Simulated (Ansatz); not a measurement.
`C[SiH]1C=N1` and `Br[SiH]1C=N1` differ in one atom or group.

Ansatz, PBE0-D4/def2-TZVP geometries, multiplicity 1. 

Scalar relativity is left out up to krypton. Spin–orbit coupling is left out; it splits and shifts lone-pair levels of the heavy atoms by tenths of an eV.

| property | `C[SiH]1C=N1` |
| --- | --- |
| ideal-gas entropy at 298 K and 1 bar (rigid rotor, harmonic PBE0-D4/def2-TZVP) / J/(mol·K) | 303 |
| size of the dipole moment (PBE/def2-TZVPP) / D | 2.15 |
| LUMO energy (B3LYP/def2-TZVPP) / eV | -0.87 |
| HOMO energy (PBE/def2-TZVPP) / eV | -5.25 |
| LUMO energy (PBE/def2-TZVPP) / eV | -1.82 |
| size of the dipole moment (ωB97M-V/def2-TZVPP) / D | 2.42 |

(1) Give the same properties after the change, and the shifts. (Best estimate.)

Answers

(1) Computed: 
```
                                                                                  property  `Br[SiH]1C=N1`  shift
ideal-gas entropy at 298 K and 1 bar (rigid rotor, harmonic PBE0-D4/def2-TZVP) / J/(mol·K)             307      4
                                            size of the dipole moment (PBE/def2-TZVPP) / D            1.66  -0.49
                                                       LUMO energy (B3LYP/def2-TZVPP) / eV           -1.38  -0.51
                                                         HOMO energy (PBE/def2-TZVPP) / eV           -5.71  -0.46
                                                         LUMO energy (PBE/def2-TZVPP) / eV           -2.34  -0.52
                                        size of the dipole moment (ωB97M-V/def2-TZVPP) / D            1.87  -0.55
```

The zero-point energy changes by -92.6 kJ/mol with -9 modes. Dipoles are sizes alone; their direction can turn.

B3LYP here is the variant with VWN-RPA as its local correlation; programs differ in this.
